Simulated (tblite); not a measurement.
Compound: C₆H₁₃FOSi₂.
Numbering: `[CH2:1]=[CH:2][C@@H:3]1[C@H:4]([F:5])[CH2:6][CH2:7][Si@@H:8]1[O:9][SiH3:10]` (hydrogens: H11, H12 on C1; H13 on C2; H14 on C3; H15 on C4; H16, H17 on C6; H18, H19 on C7; H20 on Si8; H21, H22, H23 on Si10)

A start from a force field or distance geometry was refined with GFN2-xTB geometry optimisation, gas phase (tblite 0.8.0). Values at the start:

```csv
coordinate,start
C1–H12,1.089 Å
C2–C3,1.511 Å
C2–H13,1.107 Å
C3–Si8,1.960 Å
C3–H14,1.105 Å
C4–F5,1.375 Å
C4–C6,1.541 Å
C6–C7,1.547 Å
C6–H16,1.105 Å
C7–H18,1.098 Å
C7–H19,1.103 Å
Si8–O9,1.648 Å
Si8–H20,1.483 Å
O9–Si10,1.650 Å
Si10–H21,1.488 Å
Si10–H23,1.497 Å
C2–C3–Si8,115.4°
C3–C4–F5,110.2°
C3–Si8–C7,93.1°
C3–Si8–O9,116.0°
C4–C3–Si8,103.6°
C4–C6–C7,107.6°
F5–C4–C6,107.6°
Si8–O9–Si10,139.7°
C1–C2–C3–C4,-124°
C4–C6–C7–Si8,-38°
C6–C7–Si8–O9,134°
C7–Si8–O9–Si10,177°
```

**Question.** How do these coordinates change at the GFN2-xTB level?

**Answer.** 
| coordinate | GFN2-xTB (Å or °) | change |
| --- | --- | --- |
| Si10–H23 | 1.460 | -0.037 |
| C3–Si8 | 1.923 | -0.037 |
| Si8–O9 | 1.614 | -0.034 |
| Si10–H21 | 1.462 | -0.026 |
| C2–C3 | 1.485 | -0.026 |
| C2–H13 | 1.082 | -0.025 |
| Si8–H20 | 1.459 | -0.024 |
| O9–Si10 | 1.633 | -0.017 |
| C4–C6 | 1.526 | -0.015 |
| C6–C7 | 1.533 | -0.014 |
| C6–H16 | 1.091 | -0.014 |
| C7–H19 | 1.090 | -0.013 |
| C3–H14 | 1.093 | -0.012 |
| C4–F5 | 1.387 | +0.012 |
| C1–H12 | 1.078 | -0.011 |
| C7–H18 | 1.088 | -0.010 |
| Si8–O9–Si10 | 152.5 | +12.8 |
| C3–Si8–O9 | 113.7 | -2.3 |
| C2–C3–Si8 | 114.5 | -0.9 |
| C4–C3–Si8 | 102.8 | -0.8 |
| C3–Si8–C7 | 93.7 | +0.6 |
| F5–C4–C6 | 108.2 | +0.6 |
| C3–C4–F5 | 109.7 | -0.5 |
| C4–C6–C7 | 108.1 | +0.5 |
| C7–Si8–O9–Si10 | -80 | +103 |
| C1–C2–C3–C4 | -136 | -12 |
| C6–C7–Si8–O9 | 127 | -7 |
| C4–C6–C7–Si8 | -34 | +4 |

The energy falls by 0.265 eV over 247 L-BFGS steps, the largest force on an atom goes from 0.79 to 0.009 eV/Å, and the atoms move by 0.702 Å rms after alignment. Among the bonds, C3–Si8 and Si10–H23 change most and about equally (-0.037 Å). Bonds longer at the end by more than 0.005 Å: 1 of 23; shorter: 19. Among the dihedrals that turn most is Si8–O9–Si10–H21, from 67° to -87°. Rotational constants go from 1214, 737.2, 552.0 to 1110, 852.5, 662.8 MHz.

Its GFN2-xTB frequencies are all real (lowest 32 cm⁻¹). One conformer, not necessarily the lowest. 3 starts were optimised and ended at 0.00, 0.63 and 1.11 kcal/mol (GFN2-xTB); the lowest of these is shown.

The numbers are calculated, not measured.
